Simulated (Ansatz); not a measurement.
`C[C](=N)[AlH2]` + SiH₄ → `N=[C]([AlH2])[SiH3]` + CH₄  (formal exchange of groups at a C–C bond)

Isolated molecules relaxed with PBE0-D4/def2-TZVP in Ansatz; ΔE leaves out vibrations. CCSD(T)/CBS is the MP2 limit (def2-TZVPP, def2-QZVPP) plus CCSD(T) − MP2 in def2-TZVPP, frozen cores. This one scheme is used for every species. Functionals use def2-TZVPP. Each species was taken in one conformer, which may not be the lowest.

`C[C](=N)[AlH2]`:

Z-matrix (Å, degrees):
```
C
C 1 1.499
H 1 1.095 2 110.6
H 1 1.092 2 110.7 3 -121.3
H 1 1.095 2 110.6 3 117.3
N 2 1.279 1 117.7 3 121.4
Al 2 1.986 1 124.3 3 -58.6
H 6 1.023 2 111.5 1 -180.0
H 7 1.588 2 124.5 1 -0.1
H 7 1.588 2 113.1 1 179.9
```

SiH₄:

```xyz
5

Si    0.000    0.000    0.000
H     0.232    1.244   -0.777
H    -0.327   -1.110   -0.930
H    -1.130    0.208    0.940
H     1.225   -0.341    0.766
```

`N=[C]([AlH2])[SiH3]`:

Z-matrix (Å, degrees):
```
Si
C 1 1.891
H 1 1.490 2 108.5
H 1 1.484 2 112.0 3 -122.0
H 1 1.490 2 108.4 3 116.1
Al 2 1.989 1 125.5 3 -57.8
N 2 1.285 1 116.6 3 122.2
H 6 1.586 2 124.8 1 0.0
H 6 1.590 2 111.8 1 -180.0
H 7 1.028 2 111.9 1 180.0
```

CH₄:

Cartesian coordinates in Å:
```
C 0.000 0.000 0.000
H 0.842 0.337 0.603
H -0.307 0.799 -0.674
H -0.832 -0.264 0.653
H 0.296 -0.873 -0.582
```

(1) Is it downhill or uphill in electronic energy at CCSD(T)/CBS, and by how much? (Best estimate.)

(2) What do these levels give: B97M-V, r2SCAN0-D4, ωB97X-V, B2PLYP, BLYP, r2SCAN0, CAM-B3LYP, LC-ωPBE, HF/def2-SVP, HF/def2-TZVPP, SCS-MP2/def2-QZVPP, HF/CBS(def2)? (Estimate.)

Largest T1 diagnostic among the species: 0.013.

## Answers

(1) The calculation gave: Downhill: ΔE = -14.4 kJ/mol.

(2) Computed: B97M-V -12.9, r2SCAN0-D4 -11.4, ωB97X-V -9.8, B2PLYP -12.4, BLYP -13.9, r2SCAN0 -10.9, CAM-B3LYP -8.7, LC-ωPBE -8.9, HF/def2-SVP -3.2, HF/def2-TZVPP -5.3, SCS-MP2/def2-QZVPP -12.6, HF/CBS(def2) -5.4 kJ/mol.

Leaving LDA and LC-ωPBE aside and taking each functional with its dispersion term where it has one, the values, not all of them listed here, spread over 6.7 kJ/mol, from BLYP-D4 to ωB97X-V. LDA lies +6.7 kJ/mol from PBE without D4. In def2-TZVPP, CCSD(T) changes the Hartree–Fock value by −7.2 kJ/mol (the triples alone add −1.5 kJ/mol) and MP2 by −7.3 kJ/mol.
